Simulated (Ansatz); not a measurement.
Cost and result for the atomization energy of CH6AlBSi, SMILES `[BH]1C[SiH2][AlH]1` (10 atoms, 10 bonds).

```xyz
10

B    -0.0922   -0.6693    0.9102
C     0.9787    0.4275    0.8979
Si    0.1906    0.5577   -0.8652
Al   -1.7952   -0.7864   -0.0850
H     0.2218   -1.7686    0.4540
H     2.0264    0.1349    0.8744
H     0.8150    1.3522    1.4453
H    -0.3951    1.9202   -0.9881
H     1.1514    0.2665   -1.9572
H    -3.1013   -1.4348   -0.6863
```

Total charge 0; spin multiplicity 1. All single points use the PBE0-D4/def2-TZVP geometry. Program: Ansatz. All runs use 2 threads of an Arm Neoverse V2 on a shared host. Times are those of one run each, without the atoms' runs, and a repeat can differ threefold. Electronic energies, without spin–orbit coupling; frozen cores. CCSD(T)/CBS adds CCSD(T) − MP2 in def2-TZVPP to the MP2 limit, and its time is that of the two runs behind it. T1 = 0.017. HSE06 is the plane-wave form, built on full-range PBE exchange.

CCSD(T)/CBS is a level of theory with its own doubt, some kJ/mol a heavy atom from the limit and from the frozen cores, so smaller differences don't rank the functionals.

| level | functions | wall time | atomization (kcal/mol) | difference from CCSD(T)/CBS | per bond |
| --- | --- | --- | --- | --- | --- |
| CCSD(T)/def2-SVP | 94 | 3 s | 719.0 | -40.2 | -4.0 |
| PBE-D4/def2-TZVPP (with forces) | 230 | 3.7 s | 771.7 | 12.5 | 1.2 |
| HSE06-D4/def2-TZVPP | 230 | 4.6 s | 765.8 | 6.6 | 0.7 |
| r2SCAN-D4/def2-TZVPP (with forces) | 230 | 7.5 s | 771.0 | 11.8 | 1.2 |
| r2SCANh-D4/def2-TZVPP | 230 | 8 s | 767.7 | 8.5 | 0.8 |
| B2PLYP/def2-TZVPP | 230 | 8 s | 749.8 | -9.4 | -0.9 |
| PBE-QIDH/def2-TZVPP | 230 | 8 s | 760.5 | 1.3 | 0.1 |
| ωB97X-V/def2-TZVPP | 230 | 12 s | 764.8 | 5.6 | 0.6 |
| B97M-V/def2-TZVPP | 230 | 14 s | 776.3 | 17.1 | 1.7 |
| ωB97M-V/def2-TZVPP (with forces) | 230 | 18 s | 763.1 | 3.9 | 0.4 |
| MP2/def2-QZVPP | 434 | 28 s | 757.0 | -2.2 | -0.2 |
| CCSD(T)/def2-TZVPP | 230 | 81 s | 741.0 | -18.2 | -1.8 |
| CCSD(T)/CBS(def2) | – | 110 s | 759.2 | 0.0 | 0.0 |

At CCSD(T), def2-SVP lies −40.2 kcal/mol from the extrapolated value and def2-TZVPP −18.2 kcal/mol: correlation converges slowly with the basis, and small sets miss more of it in the bonded molecule than in its fragments. From BLYP to BHLYP (50 % exact exchange), in def2-TZVPP and without D4, the atomization energy moves by −2.3 kcal/mol: exact exchange takes away binding that semilocal exchange gives to molecules. Leaving LDA and LC-ωPBE aside and taking each functional with its dispersion term where it has one, the values, not all of them listed here, spread over 30.8 kcal/mol, from BHLYP-D4 to B97M-V. LDA lies +94.6 kcal/mol from PBE without D4, its usual overbinding.
